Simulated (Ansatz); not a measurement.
Ansatz results at the PBE0-D4/def2-TZVP geometry: LUMO energy (ωB97M-V/def2-TZVPP) 0.68 eV; HOMO–LUMO gap (PBE0/def2-TZVPP) 5.63 eV; HOMO–LUMO gap (B3LYP/def2-TZVPP) 5.13 eV.

Each molecule was computed in one conformer, which needn't be the lowest.

Problem. Which molecule gave them?
A. `C=[CH][Ga]([Cl])[Cl]`
B. `[F][Ga]([Cl])[GeH3]`
C. `C[NH][GaH2]`
D. `C[N](C)[Ga]([Br])[Br]`

Solution. D. The others give `C=[CH][Ga]([Cl])[Cl]`: 0.03, 6.88, 6.39; `C[NH][GaH2]`: 0.93, 5.99, 5.53; `[F][Ga]([Cl])[GeH3]`: -0.03, 6.84, 6.38.

B3LYP here is the variant with VWN-RPA as its local correlation; programs differ in this.
